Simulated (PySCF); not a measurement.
chlorotrifluoromethane (CClF3), SMILES FC(F)(Cl)F. The structure is a stationary point at B3LYP-D3(BJ)/def2-SVP.

Computed equilibrium geometry at B3LYP-D3(BJ)/def2-SVP (PySCF confirms it by a frequency run) as Cartesian coordinates in Å, and its point group:
point group C3v.
```xyz
5

F      1.0780    -0.6224     0.8134
C      0.0000     0.0000     0.3563
F     -1.0780    -0.6224     0.8134
F      0.0000     1.2448     0.8134
Cl     0.0000     0.0000    -1.4176
```
